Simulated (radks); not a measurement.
Results of a calculation; reference values are marked as such.
Problem. Ionisation of Ag+, [Kr] 4d10, to Ag2+, [Kr] 4d9, under several functionals. Dirac Kohn-Sham, spin-unpolarised, spherical densities, point nucleus; open shells fill j = l - 1/2 first; a radial shooting solver on a logarithmic mesh with Libxc functionals. The NIST Atomic Spectra Database gives 21.484 eV (measured). Rank these functionals by the error of their Delta-SCF ionisation energy: RPBE; HCTH/407; BLYP; LDA (Slater exchange, VWN5 correlation); B86b exchange with PBE correlation; exchange-only B88; LDA (Slater exchange, Perdew-Zunger correlation); Wu-Cohen GGA; BP86.

Solution. From best to worst: RPBE 21.781 eV (+0.297); BLYP 21.794 eV (+0.309); Wu-Cohen GGA 21.881 eV (+0.396); B86b exchange with PBE correlation 21.893 eV (+0.408); BP86 21.973 eV (+0.488); LDA (Slater exchange, Perdew-Zunger correlation) 22.135 eV (+0.651); LDA (Slater exchange, VWN5 correlation) 22.143 eV (+0.658); exchange-only B88 20.763 eV (-0.722); HCTH/407 22.276 eV (+0.791). Spin polarisation and multiplet splitting are left out, so open shells lie too high by an amount that depends on their filling.

Beside tabulated values, note that spin-unpolarised runs miss the spin-polarisation part of the exchange energy of open shells.
